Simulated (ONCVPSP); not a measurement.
**platinum (Pt): variants of one ONCV potential**

Base potential:

* Element: Pt (Z = 78)
* Generator: ONCVPSP 4.0.1
* Type: optimised norm-conserving Vanderbilt (ONCV)
* Functional: PBE
* Relativity: scalar-relativistic
* Frozen core: [Kr] 4d10 4f14 5s2
* Valence charge: 16
* Reference configuration: 5p6 5d9 6s1
* Partial waves: 6s: rc 2.55 bohr, ncon 4, nbas 6, qcut 2.7 1/bohr, 3 projectors, debl 1.8 Ha; 5p: rc 1.85 bohr, ncon 4, nbas 7, qcut 6.1 1/bohr, 2 projectors, debl 2.2 Ha; 5d: rc 1.90 bohr, ncon 3, nbas 8, qcut 8.2 1/bohr, 3 projectors, debl 0.5 Ha
* Local potential: polynomial inside 1.50 bohr (lpopt 5, dvloc0 0 Ha)
* Core correction: Teter function, fcfact 4.75, rcfact 1.6

Cutoffs, loose and tight: the cutoffs (Ha) at which the residual kinetic energy of the hardest occupied pseudo-wave falls to 1 and 0.1 mHa per electron. They do not see the model core or the augmentation charge, which bear on the density cutoff. Test errors are all-electron minus pseudo excitation energies from the reference, over the configurations 5p6 5d9 6s0; 5p6 5d8 6s0; 5p6 5d7 6s0; 5p6 5d9 6s0.5. A dash means not determined; rows that change the core or the reference have their own tests. The largest error is taken over the tests solved by every variant that gives reliable tests at all: 5p6 5d8 6s0; 5p6 5d9 6s0; 5p6 5d9 6s0.5.

A true bound ghost makes a file unfit for plane-wave use even where its test errors are small: the radial tests pick states by their node count and pass the ghost by.

```csv
change,outcome,"cutoff, loose","cutoff, tight",bound ghosts,GHOST(+) flags above zero,largest test error (meV)
base,generated,20 Ha,24 Ha,none,s,-18
p: nproj 0; local potential the p channel,generated,20 Ha,24 Ha,none,s,-17
s: debl 1.35,generated,20 Ha,24 Ha,s,none,-18
core correction none,generated,20 Ha,24 Ha,none,s,-14
"d: ncon 5, nbas 10",generated,20 Ha,24 Ha,none,s,-18
"d: rc 1.85, qcut 8.4",generated,20 Ha,24 Ha,none,s,-18
s: qcut 2.4; p: qcut 5.4; d: qcut 7.3,generated,18 Ha,24 Ha,none,s,-16
```

Task: What comes out with this change to the base: d: nbas 6?

Result: outcome: generated; cutoff, loose: 20 Ha; cutoff, tight: 23 Ha; bound ghosts: none; GHOST(+) flags above zero: s; largest test error (meV): -18.
